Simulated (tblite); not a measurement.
C₃H₃FS₃.
Z-matrix (Å and degrees, GFN2-xTB geometry), rows numbered from 1:
```
F 
C   1  1.3641
C   2  1.5143  1  110.70
S   3  1.8272  2  109.30  1    81.39
C   4  1.7466  3   97.30  2    29.25
S   5  1.6212  4  123.13  3   171.35
S   5  1.7611  4  114.41  3    -8.32
H   2  1.0951  1  106.96  3  -123.02
H   3  1.0899  2  110.61  1  -159.46
H   3  1.0895  2  110.51  1   -37.08
```

Computed values, GFN2-xTB/tblite, gas phase, harmonic and unscaled. The method is semi-empirical: single wavenumbers can be off by several per cent or more. One conformer, not necessarily the lowest.

Harmonic wavenumbers (cm⁻¹): 61.7, 108.9, 212.8, 295.5, 335.3, 377.0, 392.7, 504.6, 562.6, 657.0, 740.0, 782.5, 845.0, 967.9, 1031.6, 1086.2, 1122.2, 1137.2, 1216.3, 1263.8, 1407.1, 2939.7, 2994.3, 3011.1.

A = 2552, B = 1217, C = 936.0 MHz; mass 153.938 u (most abundant isotopes); point group C1, symmetry number 1.

Zero-point energy?

Half the sum of the wavenumbers: 12026 cm⁻¹ = 34.38 kcal/mol.

Give the ideal-gas entropy at 200 K and 1 bar in the rigid-rotor, harmonic-oscillator model (classical rotation).

Translation 39.05, rotation 27.90, vibration 10.66: S = 77.6 cal/(mol K).

And Cp and H(200 K) − H(0)?

Cp = 20.97 cal/(mol K), of which vibrations give 13.02 (their classical limit is 24 R = 47.7); H(200 K) − H(0) = 2.81 kcal/mol without the zero-point energy, 1.22 from vibrations.

Blend soft modes into free rotors: weight 1/[1 + (100 cm⁻¹/ν̃)⁴] for the oscillator and the rest for a rotor with moment μB/(μ + B), μ = h/(8π²ν), B = 10⁻⁴⁴ kg m². What vibrational entropy results?

10.04 cal/(mol K) in place of 10.66, which changes −T·S at 200 K by +0.12 kcal/mol.

How do the functions run with temperature in this model?

```tsv
T (K)	S (cal/(mol K))	Cp (cal/(mol K))	H − H(0) (kcal/mol)	G − H(0) (kcal/mol)	ln q(vib)
50	57.4	10.6	0.45	-2.42	0.23
100	65.8	13.9	1.06	-5.52	0.84
298.15	87.2	27.3	5.18	-20.81	3.84
373.15	93.8	31.4	7.39	-27.60	5.04
500	103.8	36.8	11.74	-40.14	7.05
750	120.0	43.2	21.82	-68.20	10.78
1000	133.0	46.9	33.13	-99.89	14.14
```

q(vib) and H(0) count from the zero-point level.

Which modes carry the vibrational entropy at 200 K?

61.7 cm⁻¹: 3.62; 108.9 cm⁻¹: 2.52; 212.8 cm⁻¹: 1.32; 295.5 cm⁻¹: 0.82; 335.3 cm⁻¹: 0.66; 377.0 cm⁻¹: 0.52 cal/(mol K); the other 18 give 1.20 together.

Hindered rotation and anharmonicity are outside this model. Other conformers, if any are populated, would add a mixing term that is left out. The structure is chiral; the term R ln 2 for an equal mix with its mirror image is left out.
